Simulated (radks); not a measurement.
Results of a calculation; reference values are marked as such.
Kinetic energies: the exact non-interacting value of the Kohn-Sham orbitals and orbital-free approximations, as 100 (|E| - |E exact|)/|E exact|, negative where the magnitude is too small. Species: Cs51+ [He] 2s2; Sn2+ [Kr] 4d10 5s2. Level of theory: non-relativistic Kohn-Sham, LDA (Slater exchange, Perdew-Wang correlation), spin-polarised, spherical densities, point nucleus (a radial shooting solver on a logarithmic mesh with Libxc functionals). Every spin shell is full or empty, so the densities are truly spherical. Functionals are evaluated on that one density, not self-consistently.

exact (hartree): Cs51+ 3690.27; Sn2+ 6015.77
Thomas-Fermi: Cs51+ -11.29; Sn2+ -5.29
TF + vW: Cs51+ +74.92; Sn2+ +36.23
LC94: Cs51+ -1.65; Sn2+ +0.07
APBEK: Cs51+ -1.61; Sn2+ +0.12
revAPBEK: Cs51+ -0.88; Sn2+ +0.30
Perdew 92: Cs51+ -1.69; Sn2+ -0.67
Thakkar: Cs51+ -1.50; Sn2+ -0.57
Pearson: Cs51+ -5.59; Sn2+ -0.92
LKT: Cs51+ +47.63; Sn2+ +19.16
PG1: Cs51+ +40.61; Sn2+ +15.05
